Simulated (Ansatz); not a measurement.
Relaxation of H$_{9}$NO$_{3}$SiSn (15 atoms, charge 0, multiplicity 1), to a largest force component of 0.03 eV/Å in at most 50 steps.

Theory: RKS PBE/def2-SVP in Ansatz 0.2.0.

```xyz
15
Properties=species:S:1:pos:R:3:forces:R:3
Sn 0.305 0.368 -0.361 0.23 0.39 0.09
H 0.155 -0.075 2.550 -0.68 -1.85 0.48
O 1.798 -0.401 -1.450 -0.03 0.02 0.01
H 1.657 -1.366 -1.530 0.00 -0.01 0.01
O -1.126 1.371 -1.342 -0.10 -0.13 -0.08
H -1.705 0.736 -1.816 0.10 0.13 0.09
O -0.509 -1.306 0.401 -0.06 0.07 0.01
H -1.211 -1.058 1.037 0.05 -0.04 -0.05
N 1.113 1.925 0.758 -0.13 -0.24 -0.44
H 2.118 1.753 0.898 -0.02 0.00 -0.02
Si 0.692 3.625 0.494 -0.03 0.08 0.02
H 0.685 4.085 -0.947 0.02 -0.03 0.10
H -0.671 3.902 1.079 0.09 -0.04 -0.06
H 1.730 4.431 1.245 -0.09 -0.08 -0.06
H 0.410 0.593 2.452 0.63 1.72 -0.11
```

Q: Where does it end, and by what steps?

A: It converged. The force dipped under the threshold on the way, but the program's further checks kept it going. After 30 steps the energy has fallen by 0.251 eV; H2 moved furthest, 0.93 Å.

```
step  energy less start (eV)  largest force component (eV/Å)  accepted
   0                  0.0000                           1.850       yes
   2                 -0.1539                           0.077       yes
   4                 -0.1883                           0.350       yes
   6                 -0.2156                           0.313       yes
   8                 -0.1970                           1.063        no
  10                 -0.2278                           0.032       yes
  12                 -0.2296                           0.082       yes
  14                 -0.2310                           0.065       yes
  16                 -0.2318                           0.070       yes
  18                 -0.2334                           0.121       yes
  20                 -0.2400                           0.188       yes
  22                 -0.1719                           1.927        no
  24                 -0.2470                           0.050       yes
  26                 -0.2489                           0.101       yes
  28                 -0.2502                           0.024       yes
  30                 -0.2506                           0.015       yes
```

```xyz
15
Properties=species:S:1:pos:R:3
Sn 0.248 0.396 -0.629
H 0.576 0.069 3.369
O 1.803 -0.664 -1.302
H 1.478 -1.398 -1.859
O -0.864 1.148 -2.112
H -1.797 0.909 -1.933
O -1.063 -0.711 0.408
H -0.759 -0.746 1.337
N 1.156 1.848 0.486
H 2.173 1.701 0.512
Si 0.587 3.513 0.570
H 1.000 4.388 -0.587
H -0.915 3.456 0.613
H 1.109 4.146 1.833
H 0.708 0.528 2.762
```

Whether the end is a true minimum wasn't checked by a vibrational analysis.

Run time: 110 s on 4 threads of Arm Neoverse N1, on a shared host, peak memory 0.22 GiB.
